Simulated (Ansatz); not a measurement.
CdCl3⁻. Charge -1, multiplicity 5. Geometry PBE0-D4/def2-SVPD; atoms count from 1.

```xyz
4

Cd    0.234   -0.321   -0.422
Cl   -1.094   -3.875    0.312
Cl   -0.364    1.946    1.093
Cl    1.223    2.250   -0.984
```

In the def2 sets Cd takes a core potential; there is no spin–orbit coupling. The highest occupied level of the charge -1 quintet lies above zero (up to 1.39 eV). It is a level of α spin, whose loss leaves a quartet; that state wasn't run at this geometry and level. The electron is either unbound and held by the finite basis, or the level is raised by self-interaction error. In the quintet geometry the species has come apart into loosely held pieces. In the quintet, Cl3 and Cl4 lie 2.63 Å apart (atoms count from 1), so these atoms are partly bonded to each other. At PBE0-D4/def2-TZVPD a singlet of charge -1 lies 9.08 eV below the quintet, each at its own geometry. The structure comes from a short search, and lower isomers may exist.

Estimate the Mulliken populations from the PBE0/def2-TZVPD orbitals of Ansatz.


```
atom  charge (e)  spin (α − β)  d electrons
 Cd1       -0.25          1.92        10.01
 Cl2       -0.10          1.07            –
 Cl3       -0.32          0.50            –
 Cl4       -0.33          0.51            –
```
Mulliken values and Mayer orders depend strongly on the basis. With diffuse functions, as here, like atoms can get unlike values, and bond orders can come out too low or too high.

Where does the spin sit?

Summed by element: Cd 1.92, Cl 2.08, of 4 unpaired in all. Largest on single atoms: Cd1 1.92, Cl2 1.07, Cl4 0.51.
